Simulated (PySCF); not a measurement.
Mapped SMILES: `[O:1]=[C:2]([OH:3])[C@@H:4]1[CH2:5][CH2:6][O:7][CH2:8][O:9]1`; H(Xn) means a hydrogen on atom n. Ha(C5), Ha(C6), Ha(C8) are cis to C2 on the ring; Hb(C5), Hb(C6), Hb(C8) are trans to C2 on the ring.

- GFN2-xTB geometry
- GIAO PBE0/pcSseg-1 shieldings
- program: PySCF 2.14
- gas phase, no relativistic terms, a single conformation

δ = σ(ref) − σ, references computed at the same level: ¹³C (186.93 ppm) against TMS.

Do the ¹³C shifts follow the atomic charges (in e)? Tabulate both.

Answers


| atoms | hybridisation | δ (ppm) | σ para (ppm) | Hirshfeld | IAO | Mulliken | ESP-fitted |
| --- | --- | --- | --- | --- | --- | --- | --- |
| C2 | sp2 | 178.5 | -243 | +0.21 | +0.51 | +0.46 | +0.63 |
| C8 | sp3 | 94.9 | -152 | +0.06 | +0.13 | +0.32 | +0.19 |
| C4 | sp3 | 76.0 | -137 | +0.04 | +0.03 | -0.04 | +0.22 |
| C6 | sp3 | 67.4 | -127 | +0.00 | -0.06 | +0.03 | +0.21 |
| C5 | sp3 | 29.9 | -93 | -0.09 | -0.30 | -0.17 | -0.14 |

Correlation coefficients of δ with charge over these carbons: Hirshfeld +0.99, IAO +0.99, Mulliken +0.92, ESP-fitted +0.96; with the paramagnetic shielding -1.00. Among the 4 sp3 carbons alone: Hirshfeld +0.99, IAO +1.00, Mulliken +0.88, ESP-fitted +0.88. With so few points, grouped by hybridisation, these coefficients are fragile. Charge is one influence among several: hybridisation and low-lying excitations act through the paramagnetic term.

Shifts are as computed. Against solution values, carbons near 30 ppm lie about +3 ppm off and those near 130 ppm about +5 ppm. Of 1211 compounds with measured shifts, 218 miss one by over three times the rms of a fit or turn the order of signals round; such compounds aren't used in these exercises. Hydrogen bonding in solution deshields acid and N–H amide carbonyl carbons by as much as 10 ppm beyond these values.
